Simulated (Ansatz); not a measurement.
Z-matrix (Å, degrees):
```
C
H 1 1.0931
H 1 1.0946 2 107.33
C 1 1.4947 2 110.88 3 -121.07
C 4 1.3283 1 125.49 2 -14.89
H 5 1.0819 4 121.45 1 -178.14
H 5 1.0843 6 116.94 4 179.91
H 4 1.0870 5 118.71 6 -0.32
Si 1 1.8919 2 108.30 3 115.94
H 9 1.4812 1 109.94 2 57.61
H 9 1.4830 10 108.84 1 -120.46
H 9 1.4840 10 109.10 11 -118.47
```
Charge 0, spin multiplicity 1.

Computed with frozen-core CCSD(T)/cc-pVTZ // B3LYP-D3(BJ)/def2-TZVP run with Ansatz (a first-principles code).

```json
{
  "HF energy": "-407.22377 Ha",
  "MP2 correlation energy": "-0.63276 Ha"
}
```

### Question
Estimate the CCSD correlation energy, the (T) correction, the total energy and the T1 diagnostic.

### Answer

```json
{
  "CCSD correlation energy": "-0.68429 Ha",
  "(T) correction": "-0.02810 Ha",
  "CCSD(T) total energy": "-407.93616 Ha",
  "T1 diagnostic": "0.011"
}
```
